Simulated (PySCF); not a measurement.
Core-level binding energies of `COC(=O)c1ccsc1`

Compound: C6H6O2S.
SMILES with atom numbers: `[CH3:1][O:2][C:3](=[O:4])[c:5]1[cH:6][cH:7][s:8][cH:9]1`

Method used: delta-SCF UKS SCAN, pcX-2 on the ionised atom, pcseg-1 elsewhere, spin-free X2C (PySCF). Vertical ΔSCF values, vacuum level as zero.

Question: List the computed XPS lines with their assignment.

Answer: 
| atom(s) | environment | level | binding energy (eV) | above the level's lowest (eV) | count |
| --- | --- | --- | --- | --- | --- |
| S8 | thiophene-type sulfur | S 1s | 2478.21 | 0.00 | 1 |
| O2 | ester single-bonded oxygen | O 1s | 539.25 | +2.07 | 1 |
| O4 | ester carbonyl oxygen | O 1s | 537.18 | 0.00 | 1 |
| C3 | ester carbonyl carbon | C 1s | 294.19 | +3.60 | 1 |
| C1 | methoxy carbon | C 1s | 292.51 | +1.92 | 1 |
| C7 | aromatic CH next to a ring sulfur | C 1s | 290.89 | +0.30 | 1 |
| C9 | aromatic CH next to a ring sulfur | C 1s | 290.86 | +0.27 | 1 |
| C5 | substituted aromatic carbon | C 1s | 290.77 | +0.18 | 1 |
| C6 | aromatic CH carbon | C 1s | 290.59 | 0.00 | 1 |

The listed C 1s values span 3.60 eV, from C6 (bonded to 2 C (aromatic in the SMILES) and H) to C3 (bonded to O (double bond), O and C). The widest gap between neighbouring values is 1.68 eV, between 292.51 and 294.19 eV. Summing the Pauling electronegativity differences to the bonded atoms, each weighted by its formal bond order, gives -0.35 for the lowest site and +2.67 for the highest; no listed site has a larger sum than the highest. The values 290.86 and 290.89 eV lie too close for their order to be trusted.

The listed O 1s values span 2.07 eV, from O4 (bonded to C (double bond)) to O2 (bonded to 2 C).

Question: What is the longest wavelength that can ionise O 1s of O4 vertically?

Answer: λ = hc/E = 12398.42 eV Å / 537.18 eV = 23.081 Å.

Not every level is listed. Geometry: PBE0-D3(BJ)/def2-SVP, one conformer, isolated molecule.

Shape of the structure used: `[CH3:1][O:2][C:3](=[O:4])[c:5]1[cH:6][cH:7][s:8][cH:9]1`: C1–O2–C3–O4 0°, O2–C3–C5–C6 1°.
